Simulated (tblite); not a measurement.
A geometry optimisation, step by step.

Species: C₅H₃N₂S (doublet state).
SMILES with atom numbers: `[CH2:1][NH:2][C:3](=[S:4])[C:5]#[C:6][C:7]#[N:8]` (hydrogens: H9, H10 on C1; H11 on N2)
Bond orders are those of one Lewis drawing.

Computed with GFN2-xTB (tblite), gas phase: L-BFGS steps from a force-field or distance-geometry start until the largest atomic force falls under 0.01 eV/Å. 8 of its 25 geometries are shown.

Step 0: E = -575.0336 eV, largest atomic force 5.538 eV/Å
```
atom  x, y, z in Å  |  force x, y, z in eV/Å
C1     -1.118   -0.927    1.349   -0.966   1.968  -0.304
N2     -1.375    0.347    0.883    1.184  -2.030   0.239
C3     -0.634    1.045   -0.032    0.460  -0.230  -0.345
S4     -1.076    2.598   -0.495   -0.083  -0.216   0.197
C5      0.524    0.490   -0.656   -1.426   0.223   1.014
C6      1.496    0.028   -1.192    4.509  -2.117  -2.420
C7      2.753   -0.565   -1.866   -2.169   1.086   1.165
N8      3.699   -1.021   -2.359   -1.958   0.921   1.020
H9     -1.801   -1.336    2.091    0.364   0.213  -0.398
H10    -0.285   -1.491    0.983    0.006   0.140  -0.068
H11    -2.178    0.837    1.267    0.080   0.043  -0.100
```

Step 3: E = -575.6694 eV, largest atomic force 1.886 eV/Å
```
atom  x, y, z in Å  |  force x, y, z in eV/Å
C1     -1.130   -0.904    1.345   -0.114   0.873  -0.376
N2     -1.348    0.331    0.876    0.787  -0.789  -0.162
C3     -0.596    1.015   -0.051    0.545  -0.151  -0.391
S4     -1.081    2.584   -0.482    0.179  -0.595   0.175
C5      0.570    0.446   -0.670   -1.551   0.415   0.989
C6      1.555    0.000   -1.222    0.537  -0.222  -0.295
C7      2.673   -0.524   -1.823   -1.174   0.603   0.614
N8      3.604   -0.977   -2.310    0.606  -0.304  -0.322
H9     -1.787   -1.324    2.074   -0.143   0.035   0.089
H10    -0.299   -1.473    0.985    0.147  -0.017  -0.099
H11    -2.155    0.828    1.252    0.180   0.153  -0.222
```

Step 7: E = -575.7617 eV, largest atomic force 0.311 eV/Å
```
atom  x, y, z in Å  |  force x, y, z in eV/Å
C1     -1.127   -0.894    1.336    0.064   0.029  -0.065
N2     -1.320    0.322    0.862    0.055  -0.287   0.106
C3     -0.579    1.002   -0.061   -0.064  -0.023   0.057
S4     -1.073    2.553   -0.472    0.004   0.083  -0.045
C5      0.548    0.432   -0.648   -0.155  -0.070   0.145
C6      1.540    0.009   -1.213    0.001   0.016  -0.001
C7      2.645   -0.507   -1.808    0.001   0.010   0.003
N8      3.581   -0.966   -2.298   -0.056   0.030   0.021
H9     -1.789   -1.312    2.069   -0.045   0.105  -0.022
H10    -0.296   -1.468    0.981    0.124  -0.077  -0.053
H11    -2.123    0.833    1.225    0.071   0.186  -0.145
```

Step 10: E = -575.7713 eV, largest atomic force 0.069 eV/Å
```
atom  x, y, z in Å  |  force x, y, z in eV/Å
C1     -1.119   -0.902    1.334    0.011  -0.019   0.003
N2     -1.314    0.312    0.864   -0.024   0.055  -0.017
C3     -0.583    0.997   -0.057    0.019   0.001  -0.014
S4     -1.071    2.552   -0.472   -0.002  -0.003   0.002
C5      0.538    0.419   -0.635   -0.006  -0.017   0.006
C6      1.533    0.014   -1.209    0.025  -0.009  -0.009
C7      2.637   -0.502   -1.803   -0.003   0.000   0.006
N8      3.572   -0.961   -2.294   -0.007   0.011  -0.004
H9     -1.793   -1.301    2.065   -0.001  -0.015   0.005
H10    -0.285   -1.474    0.976    0.033  -0.049   0.001
H11    -2.109    0.848    1.206   -0.047   0.046   0.020
```

Step 14: E = -575.7717 eV, largest atomic force 0.015 eV/Å
```
atom  x, y, z in Å  |  force x, y, z in eV/Å
C1     -1.118   -0.901    1.333   -0.004   0.008  -0.001
N2     -1.316    0.314    0.864    0.002  -0.014   0.005
C3     -0.583    0.998   -0.058   -0.003  -0.006   0.002
S4     -1.071    2.552   -0.473    0.004   0.008  -0.007
C5      0.538    0.417   -0.635   -0.010  -0.005   0.007
C6      1.534    0.014   -1.209    0.005  -0.004   0.003
C7      2.637   -0.502   -1.803    0.006  -0.002  -0.002
N8      3.572   -0.960   -2.295   -0.002   0.007  -0.005
H9     -1.792   -1.302    2.065    0.007  -0.004  -0.006
H10    -0.284   -1.477    0.977   -0.010   0.008   0.005
H11    -2.111    0.852    1.207    0.005   0.002  -0.001
```

Step 17: E = -575.7717 eV, largest atomic force 0.014 eV/Å
```
atom  x, y, z in Å  |  force x, y, z in eV/Å
C1     -1.119   -0.901    1.333   -0.003  -0.006   0.005
N2     -1.317    0.314    0.864   -0.001   0.007  -0.002
C3     -0.583    0.997   -0.058    0.001   0.002  -0.004
S4     -1.070    2.552   -0.473    0.006  -0.003  -0.004
C5      0.538    0.415   -0.634    0.003  -0.004  -0.002
C6      1.534    0.013   -1.208   -0.001  -0.004   0.005
C7      2.637   -0.502   -1.803   -0.002   0.003   0.001
N8      3.572   -0.959   -2.296    0.001   0.005  -0.005
H9     -1.791   -1.302    2.064   -0.010  -0.004   0.009
H10    -0.285   -1.477    0.978    0.006   0.004  -0.006
H11    -2.111    0.853    1.207   -0.001   0.000   0.003
```

Step 21: E = -575.7718 eV, largest atomic force 0.015 eV/Å
```
atom  x, y, z in Å  |  force x, y, z in eV/Å
C1     -1.120   -0.900    1.334    0.002   0.003  -0.003
N2     -1.318    0.315    0.865   -0.003  -0.003   0.004
C3     -0.584    0.996   -0.058    0.001  -0.008   0.008
S4     -1.067    2.552   -0.476    0.004  -0.010   0.000
C5      0.537    0.412   -0.634    0.001   0.005  -0.001
C6      1.535    0.011   -1.205    0.000  -0.004  -0.001
C7      2.638   -0.502   -1.802    0.001   0.000  -0.002
N8      3.572   -0.955   -2.300    0.001   0.005  -0.002
H9     -1.792   -1.305    2.065    0.000   0.014  -0.006
H10    -0.285   -1.475    0.978   -0.002   0.000   0.000
H11    -2.111    0.855    1.208   -0.005   0.000   0.002
```

Step 24: E = -575.7718 eV, largest atomic force 0.008 eV/Å
```
atom  x, y, z in Å  |  force x, y, z in eV/Å
C1     -1.121   -0.900    1.334   -0.001   0.003  -0.001
N2     -1.319    0.315    0.865    0.003  -0.006   0.001
C3     -0.584    0.995   -0.058    0.003   0.000   0.002
S4     -1.064    2.550   -0.478   -0.003   0.006  -0.002
C5      0.537    0.411   -0.633    0.000  -0.004   0.007
C6      1.535    0.009   -1.203    0.000  -0.002  -0.003
C7      2.638   -0.501   -1.802    0.003   0.000  -0.004
N8      3.572   -0.952   -2.302    0.002   0.003  -0.001
H9     -1.793   -1.304    2.065    0.000   0.006  -0.001
H10    -0.285   -1.474    0.977   -0.006  -0.003   0.003
H11    -2.112    0.855    1.209    0.000  -0.003  -0.001
```

**Question.** Summarise the path.

**Answer.** The energy falls by 71.22 kJ/mol from step 0 to step 24; nine tenths of that is first reached at step 4. It falls at every step. The largest force goes from 5.538 to 0.008 eV/Å. Among the bonds C6–C7 changes most, from 1.544 to 1.355 Å; the atoms move by 0.084 Å rms after alignment.

**Question.** Follow the three bonds and two angles with the largest change from start to end.

**Answer.** 
| step | E above end (kJ/mol) | largest force (eV/Å) | C6–C7 (Å) | C1–N2 (Å) | C3–C5 (Å) | C3–C5–C6 (°) | S4–C3–C5 (°) |
| --- | --- | --- | --- | --- | --- | --- | --- |
| 0 | 71.22 | 5.538 | 1.544 | 1.381 | 1.429 | 179.5 | 116.8 |
| 1 | 51.09 | 6.288 | 1.426 | 1.320 | 1.396 | 178.9 | 117.5 |
| 2 | 20.84 | 1.518 | 1.400 | 1.304 | 1.439 | 178.5 | 118.0 |
| 3 | 9.88 | 1.886 | 1.374 | 1.339 | 1.437 | 177.9 | 119.2 |
| 4 | 6.62 | 1.947 | 1.347 | 1.326 | 1.418 | 177.3 | 120.0 |
| 5 | 3.70 | 1.038 | 1.355 | 1.302 | 1.386 | 176.4 | 121.0 |
| 6 | 1.79 | 0.422 | 1.360 | 1.318 | 1.389 | 176.2 | 120.8 |
| 7 | 0.98 | 0.311 | 1.356 | 1.320 | 1.392 | 175.7 | 120.9 |
| 8 | 0.38 | 0.249 | 1.356 | 1.318 | 1.390 | 174.9 | 121.0 |
| 9 | 0.13 | 0.149 | 1.355 | 1.316 | 1.389 | 174.5 | 121.0 |
| 10 | 0.05 | 0.069 | 1.355 | 1.316 | 1.388 | 174.3 | 121.1 |
| 11 | 0.03 | 0.044 | 1.355 | 1.317 | 1.388 | 174.2 | 121.2 |
| 13 | 0.02 | 0.020 | 1.355 | 1.317 | 1.388 | 174.1 | 121.2 |
| 14 | 0.02 | 0.015 | 1.355 | 1.317 | 1.388 | 174.1 | 121.2 |
| 15 | 0.01 | 0.012 | 1.355 | 1.317 | 1.388 | 174.0 | 121.2 |
| 16 | 0.01 | 0.010 | 1.355 | 1.317 | 1.388 | 174.0 | 121.2 |
| 17 | 0.01 | 0.014 | 1.355 | 1.317 | 1.388 | 174.0 | 121.2 |
| 18 | 0.01 | 0.016 | 1.355 | 1.317 | 1.388 | 173.9 | 121.2 |
| 19 | 0.01 | 0.019 | 1.355 | 1.317 | 1.388 | 173.9 | 121.2 |
| 20 | 0.01 | 0.018 | 1.355 | 1.317 | 1.388 | 173.8 | 121.2 |
| 21 | 0.00 | 0.015 | 1.355 | 1.317 | 1.388 | 173.8 | 121.2 |
| 22 | 0.00 | 0.016 | 1.355 | 1.318 | 1.388 | 173.9 | 121.2 |
| 23 | 0.00 | 0.013 | 1.355 | 1.318 | 1.388 | 173.9 | 121.1 |
| 24 | 0.00 | 0.008 | 1.355 | 1.317 | 1.388 | 173.9 | 121.1 |

What follows is the cost of the whole relaxation. Hardware: one thread of an AMD EPYC 7B13, on a shared host. Cost: 0.17 s wall.
